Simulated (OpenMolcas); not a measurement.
# Pt6+: moving or changing the point charges

Pt6+ among 6 point charges of -1.7 e arranged as an octahedron (Oh), 1.93 Å from the ion.

```yaml
Program: OpenMolcas 26.06
Method: CASSCF
Basis: ANO-RCC-VTZP [8s7p5d3f1g]
Scalar_Hamiltonian: DKH2, point nucleus
Active_space: 4 electrons in 5 orbitals (5d)
State_averaging: 2S+1 = 5 even, 5 roots; 2S+1 = 3 even, 45 roots; 2S+1 = 1 even, 50 roots
Spin-orbit_coupling: state interaction with AMFI integrals over the reference wave functions
```

Runs around this geometry, states (labels of O, the rotations of Oh). Energies in cm-1 above the lowest state or level, χT in cm3 K/mol; 10Dq and B are least-squares fits to the states below 45000 cm-1, weighted by degeneracy, with a free offset, and given where the rms deviation is under 5 % of |10Dq| (or 100 cm-1) and under 700 cm-1.

```
R (Å)  q (e)  Ground state  First state of that spin   10Dq  B (rms of fit)  First gap with spin-orbit (degeneracies)  χT at 300 K  First state of another spin
 1.93  -0.85            5E                  5T2 3232   3252        998 (44)                               6966 (1, 3)        0.035                    3T1 19595
 1.76   -1.7            5E                 5T2 10024  10079       989 (117)                               7033 (1, 3)        0.047                    3T1 14159
 1.93   -1.7            5E                  5T2 6403   6448        991 (70)                               6974 (1, 3)        0.039                    3T1 17242
 2.02   -1.7            5E                  5T2 5122   5160        993 (55)                               6965 (1, 3)        0.037                    3T1 18255
```

Taking |10Dq| as R^-n, n = -ln(5160 / 10079) / ln(2.02 / 1.76) = 4.9 between the shortest and longest distance. The point-charge formula for a cubic d site gives n = 5.

Scaling the charges by -0.85 / -1.7 = 0.50 scales |10Dq| by 3252 / 6448 = 0.50; with fixed orbitals a first-order splitting would follow the charge.

Without dynamic correlation the repulsion within the d shell is too large (B by tens of per cent), so at a given field states of lower spin stand too high. Point charges give a weaker field than real ligands, and real ions of this kind are as a rule low spin; the high spin found here belongs to the model. Spin-orbit coupling mixes the spin-free states strongly: the lowest level takes only 31 % from its leading state, 5T2, which lies 3232 cm-1 above the lowest spin-free state (figures for R = 1.93, q = -0.85; the like holds for R = 1.76, q = -1.7, R = 1.93, q = -1.7, R = 2.02, q = -1.7). This field is weak: 10Dq is about 3252 cm-1, while octahedral complexes of 5d ions of charge 3 and more, computed by the same method with explicit ligands, had a median near 35000 cm-1. Ground spin and moment need not be those of a real site (figures for R = 1.93, q = -0.85; the like holds for R = 1.76, q = -1.7, R = 1.93, q = -1.7, R = 2.02, q = -1.7). The ground term spreads over less than 5000 cm-1, several times less than with real ligands, so orbital moments are less quenched and χT lies further from the spin-only value than at real sites (holds for R = 1.93, q = -0.85). This shell can be high or low spin here, a state of another spin lies low, and with metal d orbitals alone active their balance is uncertain, so the ground spin may be wrong (holds for R = 1.76, q = -1.7). This is an electrostatic model: the charges have no orbitals. No measured value stands beside these numbers.
